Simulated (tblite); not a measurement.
GeI2, charge -1, doublet, geometry from GFN2-xTB (a state made from the parent by changing its charge; the spin is typed, not shown lowest); GFN1-xTB with ALPB(water) (tblite).

The tblite input:
```
$ tblite run mol.xyz --method gfn1 --charge -1 --spin 1 --alpb water --json tblite.json --no-restart

# file mol.xyz
3

Ge     0.00262673    -0.01192623     1.28932309
I      1.10279430    -1.88448564    -0.40894272
I     -1.10438024     1.89168638    -0.36951650
```

The log (banner, timings and long lists left out):

```
xTB calculator
 | screened Coulomb repulsion
 | Coulomb electrostatics
 |  * isotropic Klopman-Ohno-Mataga-Nishimoto electrostatics
 |  * onsite third-order electrostatics
 | DFT-D3(BJ) dispersion correction
 | Interactions (3)
 | [1] alpb/gbsa reaction field model
 | [2] cds contribution to solvation
 | [3] empirical free energy shift and standard state/solvent correction

halogen bonding energy    0.0000000000000E+00 Eh
repulsion energy          3.2446332581368E-03 Eh
dispersion energy        -1.4710666809369E-03 Eh
interaction energy       -2.8184666618811E-03 Eh
number of electrons       1.9000000000000E+01 e
integral cutoff           4.0000000000000E+01 bohr

------------------------------------------------------------
  cycle        total energy    energy error   density error
------------------------------------------------------------
      1     -9.894593206344  -9.8935483E+00   3.4118477E-01
      2     -9.898865409308  -4.2722030E-03   1.8331833E-01
      3     -9.900112203600  -1.2467943E-03   7.1324040E-02
      4     -9.903882618095  -3.7704145E-03   8.3182141E-02
      5     -9.900527033033   3.3555851E-03   7.2844932E-02
      6     -9.900478757260   4.8275773E-05   7.2864007E-02
      7     -11.33392741038  -1.4334487E+00   1.5354408E+00
      8     -18.25307688743  -6.9191495E+00   2.4422814E+00
      9     -10.40398804877   7.8490888E+00   1.1893008E+00
     10     -132.7010650838  -1.2229708E+02   6.4994889E+00
     11     -132.8256687183  -1.2460363E-01   1.2305718E+01
     12     -129.4606046157   3.3650641E+00   5.4179690E+00
     13     -132.7250245989  -3.2644200E+00   1.8151452E+01
     14     -132.5664358790   1.5858872E-01   2.0042649E+01
     15     -132.7549373858  -1.8850151E-01   1.6274104E+01
     16     -132.3958716760   3.5906571E-01   1.9981952E+01
     17     -132.7667902645  -3.7091859E-01   1.5017399E+01
     18     -132.3219493887   4.4484088E-01   3.1334702E+01
     19     -132.3216795020   2.6988666E-04   5.1828685E+01
     20     -132.3243027979  -2.6232959E-03   1.0080178E+02
     21     -132.3361146585  -1.1811861E-02   2.1041281E+02
     22     -132.3712423675  -3.5127709E-02   4.3549679E+02
     23     -132.4258913444  -5.4648977E-02   8.5963306E+02
     24     -132.5112673917  -8.5376047E-02   1.5946162E+03
     25     -132.5880078958  -7.6740504E-02   2.7723875E+03
     26     -132.6441755515  -5.6167656E-02   4.5119440E+03
     27     -132.6743881930  -3.0212642E-02   6.8740832E+03
     28     -132.6898799733  -1.5491780E-02   9.8308669E+03
     29     -132.6982201172  -8.3401439E-03   1.3247500E+04
     30     -132.7029780731  -4.7579559E-03   1.6880468E+04
     31     -132.7058047984  -2.8267253E-03   2.0403224E+04
     32     -132.7075003487  -1.6955503E-03   2.3456765E+04
     33     -132.7084701643  -9.6981561E-04   2.5712988E+04
     34     -132.7089213245  -4.5116023E-04   2.6934325E+04
     35     -132.7089493654  -2.8040900E-05   2.7014355E+04
     36     -132.7085752895   3.7407591E-04   2.5990159E+04
     37     -132.7077556363   8.1965319E-04   2.4025639E+04
     38     -132.7063717926   1.3838437E-03   2.1372788E+04
     39     -132.7041930330   2.1787596E-03   1.8322491E+04
     40     -132.7007906823   3.4023507E-03   1.5157012E+04
     41     -132.6953392841   5.4513982E-03   1.2113463E+04
     42     -132.6861148658   9.2244183E-03   9.3628937E+03
     43     -132.6690734203   1.7041445E-02   7.0049688E+03
     44     -132.6336428803   3.5430540E-02   5.0745950E+03
     45     -132.5583029435   7.5339937E-02   3.5547863E+03
     46     -132.4316270684   1.2667588E-01   2.3917897E+03
     47     -132.3114032837   1.2022378E-01   1.5319852E+03
     48     -132.3580252823  -4.6621999E-02   9.4770443E+02
     49     -132.3647333990  -6.7081167E-03   5.7067002E+02
     50     -132.3600724929   4.6609060E-03   3.2810098E+02
     51     -132.3519861504   8.0863426E-03   1.7513274E+02
     52     -132.3452876857   6.6984647E-03   8.0656602E+01
     53     -132.4175014166  -7.2213731E-02   2.3782361E+01
     54     -132.9361366259  -5.1863521E-01   5.2990570E+00
     55     -132.5084089192   4.2772771E-01   2.1579547E+01
     56     -132.9344691387  -4.2606022E-01   4.2591216E+00
     57     -132.7666077925   1.6786135E-01   1.8520946E+01
     58     -132.8668717385  -1.0026395E-01   1.7098317E+00
     59     -132.8296371433   3.7234595E-02   1.5523294E+01
     60     -7.514355677966   1.2531528E+02   6.2826273E+00
     61     -132.8738904376  -1.2535953E+02   1.0053192E+01
     62     -132.8073765693   6.6513868E-02   1.6711318E+01
     63     -132.2409624344   5.6641413E-01   3.1744426E+00
     64     -132.8496597234  -6.0869729E-01   1.5104730E+01
     65     -7.741661969975   1.2510800E+02   6.3313262E+00
     66     -132.8035071689  -1.2506185E+02   1.6897059E+01
     67     -80.47661003055   5.2326897E+01   3.8072636E+00
     68     -132.8843038665  -5.2407694E+01   1.3735626E+01
     69     -7.541195300501   1.2534311E+02   8.4183942E+00
     70     -132.7907661401  -1.2524957E+02   1.7264760E+01
     71     -132.9761698563  -1.8540372E-01   9.4536847E-01
     72     -132.9536254713   2.2544385E-02   1.0586103E+01
     73     -132.8204305238   1.3319495E-01   1.5833203E+01
     74      4.116212532350   1.3693664E+02   5.1111106E+00
     75     -132.9153214273  -1.3703153E+02   1.1292907E+02
     76     -132.9169204859  -1.5990586E-03   3.6240770E+01
     77     -132.9306646997  -1.3744214E-02   6.2509486E+00
     78     -5.608876208125   1.2732179E+02   3.2039327E+00
     79     -132.9178133359  -1.2730894E+02   2.8091836E+01
     80     -132.9211043267  -3.2909907E-03   1.5241476E+01
     81     -132.9259935734  -4.8892467E-03   9.5447118E+00
     82     -132.9314048540  -5.4112806E-03   6.7829806E+00
     83     -132.9367668071  -5.3619531E-03   5.1701472E+00
     84     -132.9541132204  -1.7346413E-02   4.0279846E+00
     85     -132.9673509758  -1.3237755E-02   3.9083355E+00
[...]
    158     -130.7384314100   2.2370615E+00   7.6896819E+00
    159      4.518133416753   1.3525656E+02   4.5019986E+00
    160     -132.8622658848  -1.3738040E+02   2.9798731E+01
    161     -132.9401662333  -7.7900349E-02   2.6094631E+00
    162     -131.3561533039   1.5840129E+00   8.6037444E+00
    163     -132.9744409116  -1.6182876E+00   4.6579173E-01
    164     -7.686565872103   1.2528788E+02   5.0223142E+00
    165     -132.7037485589  -1.2501718E+02   1.8744791E+01
    166     -128.2096446121   4.4941039E+00   2.7124941E+00
    167     -132.9025938365  -4.6929492E+00   1.1887290E+01
    168     -132.8258160758   7.6777761E-02   1.5142650E+00
    169     -132.9461437912  -1.2032772E-01   1.1097283E+01
    170     -132.8869814029   5.9162388E-02   1.2589570E+00
    171     -132.9445841652  -5.7602762E-02   9.9033213E+00
    172     -9.068554191269   1.2387603E+02   4.1933284E+00
    173     -132.7698388402  -1.2370128E+02   1.4822290E+01
    174     -132.9539393407  -1.8410050E-01   3.1499708E+00
    175     -131.6636027056   1.2903366E+00   7.8863076E+00
    176     -132.9363297311  -1.2727270E+00   3.6871571E+00
    177     -132.9664107883  -3.0081057E-02   7.1081330E-01
    178     -7.693835128123   1.2527258E+02   7.0292519E+00
    179     -132.8302198441  -1.2513638E+02   7.4625483E+00
    180     -8.080963343915   1.2474926E+02   3.1309276E+00
    181     -132.7906622619  -1.2470970E+02   1.3726239E+01
    182     -132.9748635282  -1.8420127E-01   2.3062350E+00
    183     -132.6744257488   3.0043778E-01   8.1840761E+00
    184     -132.9275594025  -2.5313365E-01   1.1239020E+00
    185     -7.719309158405   1.2520825E+02   6.1071864E+00
    186     -9.133501729652  -1.4141926E+00   4.4881919E+00
    187     -9.952740370791  -8.1923864E-01   3.8553344E+00
    188     -9.549739570193   4.0300080E-01   1.4725100E+00
    189     -132.7637342435  -1.2321399E+02   6.8302414E+00
    190     -3.108109078503   1.2965563E+02   2.3038797E+00
    191     -132.9048209596  -1.2979671E+02   1.9084513E+01
    192     -132.9013904016   3.4305580E-03   1.6718298E+00
    193     -132.5654022321   3.3598817E-01   8.1782434E+00
    194     -132.9399778621  -3.7457563E-01   1.0219805E+00
    195      3.775047917455   1.3671503E+02   4.0685992E+00
    196     -132.9136482742  -1.3668870E+02   2.6898340E+01
    197     -132.9490041904  -3.5355916E-02   2.0193059E+00
    198     -7.715037166879   1.2523397E+02   4.7316365E+00
    199     -40.50830489648  -3.2793268E+01   5.7786845E+00
    200     -132.5560531029  -9.2047748E+01   7.6437806E+00
    201     -126.7565895781   5.7994635E+00   7.1228997E+00
    202     -8.120509013127   1.1863608E+02   3.8090661E+00
    203     -132.9448577237  -1.2482435E+02   8.1395809E+00
    204     -132.0827947897   8.6206293E-01   2.3104214E+00
    205     -8.086782221542   1.2399601E+02   3.7534887E+00
    206     -130.8934779624  -1.2280670E+02   6.3990058E+00
    207     -8.422680551197   1.2247080E+02   3.0213954E+00
    208     -132.5133452905  -1.2409066E+02   6.7016240E+00
    209     -10.78291998460   1.2173043E+02   2.3595750E+00
    210     -6.656612564623   4.1263074E+00   2.3916698E+00
    211     -109.2558759947  -1.0259926E+02   2.9005846E+00
    212     -125.0534775144  -1.5797602E+01   2.7341119E+00
    213     -132.3572642197  -7.3037867E+00   2.1623674E+00
    214     -132.6251071700  -2.6784295E-01   1.8901140E+00
    215     -132.6931662088  -6.8059039E-02   1.7869553E+00
    216     -132.7054325570  -1.2266348E-02   1.7922885E+00
    217     -132.7128988183  -7.4662612E-03   1.8101946E+00
    218     -132.7319296575  -1.9030839E-02   1.7942038E+00
    219     -132.7619203767  -2.9990719E-02   1.7405251E+00
    220     -132.7973002067  -3.5379830E-02   1.6548666E+00
    221     -132.8283525933  -3.1052387E-02   1.5597687E+00
    222     -132.8537575450  -2.5404952E-02   1.4644865E+00
    223     -132.8748964708  -2.1138926E-02   1.3692715E+00
    224     -132.8926977390  -1.7801268E-02   1.2743715E+00
    225     -132.9074343642  -1.4736625E-02   1.1828341E+00
    226     -132.9192772379  -1.1842874E-02   1.0986397E+00
    227     -132.9285915098  -9.3142720E-03   1.0242412E+00
    228     -132.9359103090  -7.3187992E-03   9.5964813E-01
    229     -132.9417994623  -5.8891532E-03   9.0293935E-01
    230     -132.9467492396  -4.9497774E-03   8.5130830E-01
    231     -132.9511231823  -4.3739427E-03   8.0196920E-01
    232     -132.9551501129  -4.0269306E-03   7.5269871E-01
    233     -132.9589411773  -3.7910643E-03   7.0204826E-01
    234     -132.9625173486  -3.5761714E-03   6.4936885E-01
    235     -132.9658367975  -3.3194489E-03   5.9481694E-01
    236     -132.9688200410  -2.9832435E-03   5.3942953E-01
    237     -132.9713786483  -2.5586073E-03   4.8517138E-01
    238     -132.9734495911  -2.0709428E-03   4.3470303E-01
    239     -132.9750237007  -1.5741096E-03   3.9069775E-01
    240     -132.9761515484  -1.1278477E-03   3.5489813E-01
    241     -132.9769241804  -7.7263199E-04   3.2746057E-01
    242     -132.9774439240  -5.1974364E-04   3.0703714E-01
    243     -132.9778025355  -3.5861147E-04   2.9143863E-01
    244     -132.9780728114  -2.7027595E-04   2.7826006E-01
    245     -132.9783089085  -2.3609709E-04   2.6509481E-01
    246     -132.9785462860  -2.3737749E-04   2.4957810E-01
    247     -132.9787963731  -2.5008709E-04   2.2971769E-01
    248     -132.9790418558  -2.4548268E-04   2.0449013E-01
    249     -132.9792430258  -2.0116998E-04   1.7419352E-01
    250     -132.9793563252  -1.1329937E-04   1.4027943E-01
------------------------------------------------------------

electronic energy        -1.3297831142507E+02 Eh
total energy             -1.3297935632516E+02 Eh

Post processing:
 | Mayer-Wiberg bond orders

Note: The following floating-point exceptions are signalling: IEEE_UNDERFLOW_FLAG IEEE_DENORMAL
ERROR STOP

Error termination. Backtrace:
-> SCF not converged in 250 cycles

[Fatal] Singlepoint calculation failed
```

The run did not converge; its last values are not results.
